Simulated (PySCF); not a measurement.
P(2+) (phosphorus, charge +2) across methods

[Ne] 3s1 3p1 3d1, one real determinant (an excited configuration). Computed with PySCF 2.14 in aug-cc-pCVTZ-DK with one added diffuse shell each of s, p, d, f type (9s8p6d4f, 91 functions), with the spin-free X2C one-electron Hamiltonian (Gaussian nucleus).

```csv
method,E (hartree),mean ε 3s α (eV),mean ε 3p α (eV),mean ε 3d α (eV),Σ⟨r²⟩ (bohr²),⟨S²⟩
PBE,-340.1030,-37.214,-27.392,-14.908,17.10,3.750
UHF,-339.73799,-43.783,-33.045,-17.067,17.99,3.750
PBE0,-340.1190,-38.976,-28.894,-15.576,17.24,3.750
PW91,-340.2451,-37.287,-27.457,-14.953,17.08,3.750
r2SCAN,-340.2295,-37.747,-27.774,-14.878,17.09,3.750
LC-wPBE,-340.1298,-42.079,-31.879,-17.934,16.97,3.750
TPSS,-340.2773,-37.378,-27.502,-14.872,17.08,3.750
```

**Question.** Estimate the same row for LDA.

**Answer.** E (hartree) = -338.9677; mean ε 3s α (eV) = -37.265; mean ε 3p α (eV) = -27.349; mean ε 3d α (eV) = -14.715; Σ⟨r²⟩ (bohr²) = 17.16; ⟨S²⟩ = 3.750.

⟨L²⟩ = 8.00 against 12 for a pure F term, so this real determinant mixes terms. The outer electron is Rydberg-like, and this basis confines it to a smaller radius and binds it less than a complete one would.
